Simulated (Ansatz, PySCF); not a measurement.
Reaction (SMILES): O=C=S → O=C=S as triplet, charge 0
Structures are relaxed separately at B3LYP-D3(BJ)/def2-TZVP in Ansatz (a program for electronic structure). A spin state is the lowest found, not a proven ground state.

Wanted: adiabatic triplet-singlet gap (0 K, with B3LYP-D3(BJ) harmonic zero-point energies from PySCF), in kJ/mol. Cores are frozen in the correlated levels unless marked. Open shells are spin-unrestricted. Spin-orbit coupling is left out. No relativistic terms. Basis-set limits of correlation are two-point, X^-3; Hartree-Fock from the larger set.

CCSD(T)/CBS(cc-pV(T+d)Z,cc-pV(Q+d)Z) (Ansatz) gives 317.8 kJ/mol.

Problem. Another calculation gave 314.7 kJ/mol. Which level was it?
A. PBE-QIDH/def2-TZVPD (Ansatz)
B. B3LYP/def2-TZVPD (Ansatz)
C. BHLYP/def2-TZVPD (Ansatz)
D. M06-L/def2-TZVPD (PySCF)

Solution. A, PBE-QIDH/def2-TZVPD (Ansatz). The others give 301.2 (B3LYP), 288.8 (BHLYP), 331.4 (M06-L) kJ/mol.
